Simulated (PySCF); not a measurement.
Compound: C₈H₁₄S.
Atom-mapped SMILES: `[CH3:1][S:2][C@@H:3]1[CH2:4][CH2:5][C:6]2([CH2:7][CH2:8]2)[CH2:9]1`

Probes without a nucleus sit at each ring's centroid and 1 Å off its mean plane on both sides; NICS is minus the shielding there, NICSzz its component along the normal. Level: GIAO PBE0/pcSseg-1 (PySCF, non-relativistic, gas phase) on the GFN2-xTB geometry, one conformer.

Rings: 1. C3–C4–C5–C6–C9; 2. C6–C7–C8.

```tsv
set	NICS(0)	NICS(1), two faces	NICS(1)zz, two faces
P	-44.6	-8.2 / -8.2	-20.6 / -20.9
Q	-4.0	-2.6 / -3.1	-0.7 / -1.9
```

Task: Which set (ppm) belongs to which ring?

Result: P = 2, Q = 1.
- 1 (5-membered carbocycle; formal bonds all single): mean NICS(1)zz -1.3 ppm, near zero. C3, C4, C5, C6, C9 have four or more neighbours, so the value isn't read as a sign of a π ring current.
- 2 (3-membered carbocycle; formal bonds all single): mean NICS(1)zz -20.7 ppm, shielded. C6, C7, C8 have four or more neighbours, so the value isn't read as a sign of a π ring current.

Task: How do the rings differ in shape?

Result: 
```csv
ring,bond lengths (Å),rms pucker (Å),HOMA,nearest outside atom to a NICS(1) probe (Å)
1,"1.526, 1.529, 1.524, 1.523, 1.528",0.17,–,hydrogen 1.40
2,"1.498, 1.501, 1.498",0.00,–,hydrogen 1.46
```

Hardware: an Arm Neoverse V1 with one thread (shared host). Cost: 49 s wall. This is the whole shielding run at PBE0/pcSseg-1, SCF included.
